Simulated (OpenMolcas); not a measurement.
Pt2+ among 4 point charges of -2 e arranged as a tetrahedron (Td), 1.96 Å from the ion.

```
Program             : OpenMolcas 26.06
Method              : SS-CASPT2, IPEA 0.25 Eh, imaginary shift 0.1 Eh (closed shells correlated: 4f 5s 5p)
Basis               : ANO-RCC-VDZP [7s6p4d2f]
Scalar Hamiltonian  : DKH2, point nucleus
Active space        : 8 electrons in 5 orbitals (5d)
State averaging     : 2S+1 = 3 even, 10 roots; 2S+1 = 1 even, 15 roots
Spin-orbit coupling : RASSI with atomic mean-field integrals over the reference wave functions
```

**Question.** What is the spin-free ground state (labels of Td)?

**Answer.** 3T1, 3-fold in its orbital part, 99 % from free-ion F terms; it has the highest spin that d8 allows.

**Question.** Where is the first state of the same spin?

**Answer.** 3T2 at 3210 cm-1 above the ground state.

**Question.** What are the lowest two levels with spin-orbit coupling?

**Answer.** A 1-fold level A1, then a 3-fold level T1 870 cm-1 above it. Their leading multiplicities are 3 (97 %) and 3 (97 %).

**Question.** What is χT at 300 K, and how does it compare with the textbook value?

**Answer.** The lowest level has 2S+1 = 3, for which the spin-only value is χT = S(S+1) / 2 = 1.000 cm3 K/mol (g = 2). The computed 1.771 at 300 K differs by +0.771, through orbital momentum, spin-orbit coupling and any other state in reach. With a threefold ground state the orbital momentum is unquenched, so the spin-only value is not expected to hold.

Roots that are degenerate in the reference are averaged as groups; the widest CASPT2 spread within a group is 93 cm-1 (the 3-fold group of multiplicity 3 near 3210 cm-1 above the lowest state of its run). Shifts and gaps below about the spread of the groups concerned are not significant. An orbital triplet at a regular site is open to Jahn-Teller coupling, which can distort the site and quench the lowest spin-orbit gaps and is left out. Real 4d8 and 5d8 ions are as a rule square planar and diamagnetic. Free-ion shares, where given, are those of the reference states; single-state CASPT2 does not remix them. This is an electrostatic model: the charges have no orbitals. No measured value stands beside these numbers.
